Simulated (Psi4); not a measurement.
dichloromethane (CH₂Cl₂), singlet, geometry from GFN2-xTB; MP2/aug-cc-pVTZ (Psi4).

Input for Psi4:
```
memory 2 GB

molecule mol {
0 1
C    -0.012779    0.005755    0.780914
Cl    0.025913    1.460084   -0.229918
Cl   -0.018729   -1.463320   -0.209102
H    -0.925685    0.023919    1.374053
H     0.880226   -0.003446    1.403808
}

set {
  basis aug-cc-pvtz
  reference rhf
  freeze_core true
}

energy('mp2')
print_variables()
```

### Question
Predict the main parts of the log of this Psi4 run.

### Answer

```
    SCF Algorithm Type (re)set to DF.

   => Loading Basis Set <=

    Name: AUG-CC-PVTZ
    Role: ORBITAL
    Keyword: BASIS

         ---------------------------------------------------------
                                   SCF
               by Justin Turney, Rob Parrish, Andy Simmonett
                          and Daniel G. A. Smith
                              RHF Reference
         ---------------------------------------------------------

  ==> Geometry <==

    Molecular point group: c1
    Full point group: C1

    Geometry (in Angstrom), charge = 0, multiplicity = 1:

       Center              X                  Y                   Z               Mass
    ------------   -----------------  -----------------  -----------------  -----------------
         C           -0.013399029054     0.006034512418     0.818809565179    12.000000000000
         CL           0.025292970946     1.460363512418    -0.192022434821    34.968852682000
         CL          -0.019349029054    -1.463040487582    -0.171206434821    34.968852682000
         H           -0.926305029054     0.024198512418     1.411948565179     1.007825032230
         H            0.879605970946    -0.003166487582     1.441703565179     1.007825032230

  Running in c1 symmetry.

  Rotational constants: A =      1.04676  B =      0.11156  C =      0.10283 [cm^-1]
  Rotational constants: A =  31380.98804  B =   3344.36358  C =   3082.89898 [MHz]
  Nuclear repulsion =  134.654628649522806

  Charge       = 0
  Multiplicity = 1
  Electrons    = 42
  Nalpha       = 21
  Nbeta        = 21

  ==> Algorithm <==

  SCF Algorithm Type is DF.
  DIIS enabled.
  MOM disabled.
  Fractional occupation disabled.
  Guess Type is SAD.
  Energy threshold   = 1.00e-08
  Density threshold  = 1.00e-08
  Integral threshold = 1.00e-12

  ==> Primary Basis <==

  Basis Set: AUG-CC-PVTZ
    Blend: AUG-CC-PVTZ
    Number of shells: 64
    Number of basis functions: 192
    Number of Cartesian functions: 223
    Spherical Harmonics?: true
    Max angular momentum: 3

   => Loading Basis Set <=

    Name: (AUG-CC-PVTZ AUX)
    Role: JKFIT
    Keyword: DF_BASIS_SCF

  ==> Integral Setup <==

  SCF_SUBTYPE=INCORE selected. In-core MEM_DF algorithm will be used.
  Using in-core AOs.

  ==> MemDFJK: Density-Fitted J/K Matrices <==

    J tasked:                   Yes
    K tasked:                   Yes
    wK tasked:                   No
    Algorithm:                 Core
    Schwarz Cutoff:           1E-12
[...]
  @DF-RHF Final Energy:  -958.07887606422491
    Total Energy =                       -958.0788760642249144
[...]

  //>>>>>>>>>>>>>>>>>>>>>>>>>>>>>>>>>>>//
  //               DFMP2               //
  //<<<<<<<<<<<<<<<<<<<<<<<<<<<<<<<<<<<//

   => Loading Basis Set <=

    Name: (AUG-CC-PVTZ AUX)
    Role: RIFIT
    Keyword: DF_BASIS_MP2

	 --------------------------------------------------------
	                          DF-MP2
	      2nd-Order Density-Fitted Moller-Plesset Theory

	        Rob Parrish, Justin Turney, Andy Simmonett,
	           Ed Hohenstein, and C. David Sherrill
	 --------------------------------------------------------

   => Auxiliary Basis Set <=

  Basis Set: (AUG-CC-PVTZ AUX)
    Blend: AUG-CC-PVTZ-RI
    Number of shells: 130
    Number of basis functions: 492
    Number of Cartesian functions: 628
    Spherical Harmonics?: true
    Max angular momentum: 4

	 --------------------------------------------------------
	                 NBF =   192, NAUX =   492
	 --------------------------------------------------------
	   CLASS    FOCC     OCC    AOCC    AVIR     VIR    FVIR
	   PAIRS      11      21      10     171     171       0
	 --------------------------------------------------------

	-----------------------------------------------------------
	 ==================> DF-MP2 Energies <====================
	-----------------------------------------------------------
	 Reference Energy          =    -958.0788760642249144 [Eh]
	 Singles Energy            =      -0.0000000000000000 [Eh]
	 Same-Spin Energy          =      -0.1372751677635431 [Eh]
	 Opposite-Spin Energy      =      -0.4286692302003176 [Eh]
	 Correlation Energy        =      -0.5659443979638608 [Eh]
	 Total Energy              =    -958.6448204621888181 [Eh]
	-----------------------------------------------------------
	 ================> DF-SCS-MP2 Energies <==================
	-----------------------------------------------------------
	 SCS Same-Spin Scale       =       0.3333333333333333 [-]
	 SCS Opposite-Spin Scale   =       1.2000000000000000 [-]
	 SCS Same-Spin Energy      =      -0.0457583892545144 [Eh]
	 SCS Opposite-Spin Energy  =      -0.5144030762403811 [Eh]
	 SCS Correlation Energy    =      -0.5601614654948954 [Eh]
	 SCS Total Energy          =    -958.6390375297197579 [Eh]
	-----------------------------------------------------------

  Variable Map:
  ----------------------------------------------------------------------------
[...]
  Array Variable Map:
  ----------------------------------------------------------------------------
[...]
[...]
```
